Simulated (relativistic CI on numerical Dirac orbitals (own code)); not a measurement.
## Forbidden lines of Rh XXXI

Calculated at this level of theory: Dirac-Coulomb-Breit CI, orbitals from a KLI potential per configuration, model QED, unscaled Slater integrals (own radial code, finite nucleus).

CI space (outside the closed core [Ne]): 3s²3p³, 3s3p⁴, 3s²3p²3d, 3p⁵, 3s3p³3d, 3p⁴3d, 3s3p²3d², 3s²3p3d4p, 3p⁴4s, 3s3p²3d4s, 3p⁴4p, 3s²3p²4s, 3s²3p²4p, 3s²3p²4d, 3p³3d4p, 3s3p³4s, 3s²3p²4f, 3s3p³4p, 3s3p³4d, 3s3p³4f, 3s²3p²5s, 3s²3p²5p, 3s²3p4s4p, 3s²3p²5d, 3s²3p²5f, 3s²3p²5g, 3s3p²4s², 3s3p³5s, 3s²3p3d², 3s²3d³, 3s3p3d³, 3s²3d²4s, 3s²3d²4p, 3s²3d²4d, 3p³3d², 3p²3d³, 3p²3d²4s, 3p²3d²4p, 3p²3d²4d, 3s²3p3d4s, 3s3p3d²4s, 3s²3d4s², 3s²3d4s4p, 3s²3d4s4d, 3s3p²3d4p, 3s3p3d²4p, 3s3p3d4s4p, 3s3p3d4p², 3s3p3d4p4d, 3p³3d4s, 3p²3d4s², 3p²3d4s4p, 3p²3d4s4d, 3s²3p4s², 3s3p3d4s², 3s²4s²4p, 3s²4s²4d, 3s²3p4p², 3s²3d4p², 3s²4s4p², 3s²4p³, 3s²4p²4d, 3s3p²4s4p, 3s3p4s²4p, 3s3p4s4p², 3s3p4s4p4d. Double excitations out of closed p, d and f shells are left out; levels of such configurations are missing from the list, as are those of other unlisted configurations, and high levels can miss mixing partners. These lack a partner that the ground configuration has and come out too high: 3s²3p²4f, 3s3p³4d, 3s3p³4f, 3s²3p²5s, 3s²3p²5p.

```csv
λ vac (nm),Lower,Upper,Type,A (s⁻¹),gf,Branching (%)
9.8169,3s²3p³ ²D°5/2 [3],3s²3p²3d ⁴F9/2 [19],M2,8.12e+02,1.17e-08,11.9
22.633,3s3p⁴ ⁴P5/2 [6],3s²3p²3d ⁴F9/2 [19],E2,3.18e+02,2.44e-08,4.7
29.351,3s²3p³ ²D°3/2 [2],3s²3p³ ²P°3/2 [5],M1,5.26e+05,2.72e-05,74.2
29.523,3s²3p³ ⁴S°3/2 [1],3s²3p³ ²P°1/2 [4],M1,2.64e+05,6.90e-06,99.2
30.507,3s²3p²3d ⁴F7/2 [16],3s²3p²3d ²G9/2 [32],M1,5.27e+04,7.35e-06,15.8
32.502,3s²3p²3d ⁴D7/2 [17],3s²3p²3d ²G9/2 [32],M1,9.29e+04,1.47e-05,27.8
34.524,3s²3p³ ²D°5/2 [3],3s²3p³ ²P°3/2 [5],M1,1.12e+05,8.03e-06,15.8
36.503,3s²3p³ ⁴S°3/2 [1],3s²3p³ ²D°5/2 [3],M1,4.55e+04,5.46e-06,97.2
38.609,3s²3p²3d ⁴F9/2 [19],3s²3p²3d ²G9/2 [32],M1,1.39e+05,3.10e-05,41.5
44.469,3s²3p³ ²P°1/2 [4],3s²3p³ ²P°3/2 [5],M1,5.96e+04,7.06e-06,8.4
44.865,3s²3p³ ⁴S°3/2 [1],3s²3p³ ²D°3/2 [2],M1,2.39e+05,2.89e-05,100.0
60.820,3s²3p²3d ²G7/2 [24],3s²3p²3d ²G9/2 [32],M1,4.73e+04,2.62e-05,14.2
145.38,3s²3p²3d ⁴F7/2 [16],3s²3p²3d ⁴F9/2 [19],M1,5.35e+03,1.70e-05,78.7
205.47,3s²3p²3d ⁴D7/2 [17],3s²3p²3d ⁴F9/2 [19],M1,2.37e+02,1.50e-06,3.5
```

Terms are leading LS components. Brackets give the number of a level in order of energy, since labels repeat. The list gives strong lines, with weight on those to low levels, among the lowest 400 of 7833 levels, so that lines to higher ones, which can be the strongest, are missing. Levels whose partners in the same complex of configurations lie outside the list can be far off, and so can their lines. Rates are taken at the computed energies, electric ones in the length gauge.

At this charge energies of transitions that change n are usually good to better than 1 %, and those within a shell (Δn = 0) to a few per cent.

**Question.** From the table, what is the radiative lifetime of 3s²3p²3d ⁴F9/2?

**Answer.** The listed rates from this level add up to about 6.72e+03 s⁻¹, 99 % of its decay; with all channels τ = 1.47e-04 s.

LS names give the leading component of a level, which can be under half, so a name can repeat, a term be missing and a line seem to break the LS rules.
